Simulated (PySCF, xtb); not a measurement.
PbI₃, SMILES [I][Pb-]([I])[I], charge -1.

GFN2-xTB run with xtb at its own geometry gives an orbital gap of 5.61 eV.

Coordinates come from a PBE0-D3(BJ)/def2-SVPD optimisation. The isomer is the one that the SMILES or the coordinates give; other isomers of the formula were not compared. The def2 effective core potentials stand for the cores of I, Pb; spin–orbit coupling is left out.

Problem. What does r2SCAN/def2-SVPD run with PySCF give? (Estimate from the structure and the level; the computed values follow.)

Solution. gap 3.53 eV (levels -2.45 and 1.09 eV).
